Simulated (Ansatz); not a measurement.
Gas-phase electronic energies from Ansatz, PBE0-D4/def2-TZVP geometries. CBS: MP2 limit from def2 TZ/QZ plus the TZ coupled-cluster correction, frozen cores. Each species was taken in one conformer, which may not be the lowest.

Consider the isomerisation: `CCBC[SiH3]` → `CB(C)C[SiH3]`.

```tsv
species	CCSD(T)/CBS(def2) energy (Eh)
`CCBC[SiH3]`	-434.65540
`CB(C)C[SiH3]`	-434.67777
```

**Question.** Work out ΔE.

**Answer.** ΔE = (-434.67777) − (-434.65540) = -0.02237 Eh = -14.0 kcal/mol.

**Question.** What do rigid-rotor, harmonic-oscillator terms from PBE0-D4/def2-TZVP frequencies (298.15 K, 1 bar) make of the CCSD(T)/CBS value? (Best estimate.)

**Answer.** The calculation gave: ΔZPE = -0.4 kcal/mol, ΔH = -14.1 kcal/mol, ΔS = 8 J/(mol·K), ΔG = -14.6 kcal/mol. Modes under 50 cm⁻¹ make the entropy rough.

Largest T1 diagnostic among the species: 0.010.

The D4 term adds −0.7 kcal/mol with B3LYP and −0.4 kcal/mol with PBE0; it sums over pairs of atoms, weighted by their polarisabilities, and B3LYP, whose exchange is more repulsive, gets the larger term. In def2-TZVPP, CCSD(T) changes the Hartree–Fock value by −1.6 kcal/mol (the triples alone add −0.2 kcal/mol) and MP2 by −2.1 kcal/mol.

B3LYP here is the variant with VWN-RPA as its local correlation; programs differ in this.
